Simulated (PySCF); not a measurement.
Ga(F)3(SH2), H2F3GaS, singlet (CAM-B3LYP/def2-SVP optimised geometry):

```
7

Ga    -0.558    -1.320     0.000
F     -1.384    -1.889    -1.419
F      1.188    -1.320     0.000
F     -1.339    -1.538     1.547
S     -0.808     1.183     0.000
H     -1.188     1.132     1.297
H      0.504     1.320     0.297
```

Method: PySCF 2.14.0 with CAM-B3LYP/def2-TZVP.

Task: What are the frontier orbital energies and the dipole moment?

Result: HOMO-2 -12.43 eV, HOMO-1 -12.35 eV, HOMO -11.26 eV, LUMO -0.01 eV, LUMO+1 0.07 eV; dipole moment 4.86 D.

Meta-Löwdin charges at CAM-B3LYP/def2-TZVP: Ga1 1.22, F2 -0.51, F3 -0.52, F4 -0.52, S5 0.04, H6 0.15, H7 0.15.
